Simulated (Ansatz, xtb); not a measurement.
**Worked example: HF + C3H8Si → SiH4 + C3H5F**

Species: HF (hydrogen fluoride), singlet; C3H8Si (prop-2-enylsilane) `C=CC[SiH3]`, singlet; SiH4 `[SiH4]`, singlet; C3H5F (allyl fluoride) `C=CCF`, singlet. The partners trade F for SiH3: H–F and C–SiH3 bonds give way to H–SiH3 and C–F.

Shapes, held fixed at every level: PBE0-D4/def2-TZVP. Flexible molecules stand in one conformer, not always the lowest. Programs: Ansatz 0.2.0, xtb 6.7.1. Electronic energies: no zero-point or thermal term.

At CCSD(T)/CBS estimate; 1 Eh = 2625.50 kJ/mol:

| species | energy (Eh) |
| --- | --- |
| HF | -100.395703 |
| C3H8Si | -408.021787 |
| SiH4 | -291.463062 |
| C3H5F | -216.924395 |

Q: Work out ΔE of the reaction at this level.

A: 
1. Products less reactants: (-291.463062) + (-216.924395) − [(-100.395703) + (-408.021787)] = 0.030033 Eh = +78.9 kJ/mol.

Other levels give +42.5 (HF/def2-TZVPP) to +85.1 kJ/mol (MP2/def2-TZVPP). No measured value is set beside it here. The CBS estimate extrapolates MP2 from def2-TZVPP and def2-QZVPP and adds CCSD(T) − MP2 in the triple-zeta set, cores frozen.
